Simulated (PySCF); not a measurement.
Isomers of C6H9PS2, mass 175.988 u with the commonest isotopes. Method used: PBE0/pcSseg-1 in PySCF (dipole) on a GFN2-xTB geometry, gas phase. One conformer each, none proved a minimum here; rigid rotors.

**Question.** Order these by rotational constant A, largest first.
A. `[CH3:1][P:2]([CH3:3])(=[S:4])[c:5]1[cH:6][cH:7][s:8][cH:9]1` with C1–P2–C5–C6 180°
B. `[CH3:1][S:2][c:3]1[p:4][c:5]([CH3:6])[c:7]([CH3:8])[s:9]1` with C1–S2–C3–P4 0°
C. `[CH3:1][CH2:2][P@@H:3](=[S:4])[c:5]1[cH:6][cH:7][cH:8][s:9]1` with C1–C2–P3–S4 59°, C2–P3–C5–C6 -130°

**Answer.** B (1958 MHz), A (1905 MHz), C (1801 MHz).

**Question.** Order these by rotational constant B, largest first.
A. `[CH3:1][CH2:2][P@@H:3](=[S:4])[c:5]1[cH:6][cH:7][cH:8][s:9]1` with C1–C2–P3–S4 59°, C2–P3–C5–C6 -130°
B. `[CH3:1][S:2][c:3]1[p:4][c:5]([CH3:6])[c:7]([CH3:8])[s:9]1` with C1–S2–C3–P4 0°
C. `[CH3:1][P:2]([CH3:3])(=[S:4])[c:5]1[cH:6][cH:7][s:8][cH:9]1` with C1–P2–C5–C6 180°

**Answer.** B (719.7 MHz), A (676.4 MHz), C (618.4 MHz).

**Question.** Order these by rotational constant C, smallest first.
A. `[CH3:1][CH2:2][P@@H:3](=[S:4])[c:5]1[cH:6][cH:7][cH:8][s:9]1` with C1–C2–P3–S4 59°, C2–P3–C5–C6 -130°
B. `[CH3:1][P:2]([CH3:3])(=[S:4])[c:5]1[cH:6][cH:7][s:8][cH:9]1` with C1–P2–C5–C6 180°
C. `[CH3:1][S:2][c:3]1[p:4][c:5]([CH3:6])[c:7]([CH3:8])[s:9]1` with C1–S2–C3–P4 0°

**Answer.** A (516.1 MHz), C (531.5 MHz), B (571.1 MHz).

```tsv
SMILES	point group	Ia (u·Å²)	Ib (u·Å²)	Ic (u·Å²)	κ	μa (D)	μb (D)	μc (D)
CP(C)(=S)c1ccsc1	C1	265.27	817.20	884.96	-0.93	2.25	3.11	2.31
CSc1pc(C)c(C)s1	near Cs	258.09	702.16	950.77	-0.74	1.10	0.45	0.02
CC[P@@H](=S)c1cccs1	C1	280.56	747.11	979.25	-0.75	2.75	3.03	0.29
```
